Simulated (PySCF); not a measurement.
Orbital picture of KLi⁺

BLYP at R = 3.906 Å; K 6-31G(d,p), Li 6-31G(d,p); no relativity (PySCF 2.14). State: ²Σ⁺ (doublet), unpaired electrons σ ↑. Only the outer orbitals are listed, counted within each symmetry.

```json
{"spin": "α", "orbital": "4σ", "occ.": "1", "ε (eV)": "-56.33", "on K (%)": "0", "main shells (%)": "100 Li s"}
{"spin": "α", "orbital": "5σ", "occ.": "1", "ε (eV)": "-39.82", "on K (%)": "100", "main shells (%)": "100 K s"}
{"spin": "α", "orbital": "2π", "occ.": "1", "ε (eV)": "-23.61", "on K (%)": "100", "main shells (%)": "100 K p"}
{"spin": "α", "orbital": "2π", "occ.": "1", "ε (eV)": "-23.61", "on K (%)": "100", "main shells (%)": "100 K p"}
{"spin": "α", "orbital": "6σ", "occ.": "1", "ε (eV)": "-23.58", "on K (%)": "100", "main shells (%)": "100 K p"}
{"spin": "α", "orbital": "7σ", "occ.": "1", "ε (eV)": "-7.14", "on K (%)": "43", "main shells (%)": "51 Li s, 28 K s, 11 K p"}
{"spin": "α", "orbital": "8σ", "occ.": "0", "ε (eV)": "-5.30", "on K (%)": "63", "main shells (%)": "66 K s, 33 Li s"}
{"spin": "α", "orbital": "3π", "occ.": "0", "ε (eV)": "-4.66", "on K (%)": "35", "main shells (%)": "65 Li p, 20 K p, 15 K d"}
{"spin": "α", "orbital": "3π", "occ.": "0", "ε (eV)": "-4.66", "on K (%)": "35", "main shells (%)": "65 Li p, 20 K p, 15 K d"}
{"spin": "β", "orbital": "4σ", "occ.": "1", "ε (eV)": "-56.22", "on K (%)": "0", "main shells (%)": "100 Li s"}
{"spin": "β", "orbital": "5σ", "occ.": "1", "ε (eV)": "-39.80", "on K (%)": "100", "main shells (%)": "100 K s"}
{"spin": "β", "orbital": "2π", "occ.": "1", "ε (eV)": "-23.60", "on K (%)": "100", "main shells (%)": "100 K p"}
{"spin": "β", "orbital": "2π", "occ.": "1", "ε (eV)": "-23.60", "on K (%)": "100", "main shells (%)": "100 K p"}
{"spin": "β", "orbital": "6σ", "occ.": "1", "ε (eV)": "-23.56", "on K (%)": "100", "main shells (%)": "100 K p"}
{"spin": "β", "orbital": "7σ", "occ.": "0", "ε (eV)": "-5.97", "on K (%)": "78", "main shells (%)": "72 K s, 24 Li s"}
{"spin": "β", "orbital": "8σ", "occ.": "0", "ε (eV)": "-5.00", "on K (%)": "42", "main shells (%)": "54 Li s, 33 K s"}
{"spin": "β", "orbital": "3π", "occ.": "0", "ε (eV)": "-3.74", "on K (%)": "65", "main shells (%)": "52 K p, 35 Li p, 13 K d"}
```

Q: Which are the highest filled and the lowest empty level, where do they sit, and how wide is the gap?

A: Highest filled α 7σ at -7.14 eV (in %: 51 Li s, 28 K s, 11 K p); lowest empty β 7σ at -5.97 eV (in %: 72 K s, 24 Li s); the gap at BLYP is 1.17 eV.

The bond order (Mayer) is 0.49. The ⟨S²⟩ is 0.750, the charge on K (Mulliken, basis-dependent) is 0.57 and the charge on K (Löwdin, basis-dependent) is 0.58. The dipole moment (positive dipole points towards Li; it is taken about the centre of mass and depends on that origin) is 3.49 D.

The state was picked by a PBE0 search and need not be the measured ground state.
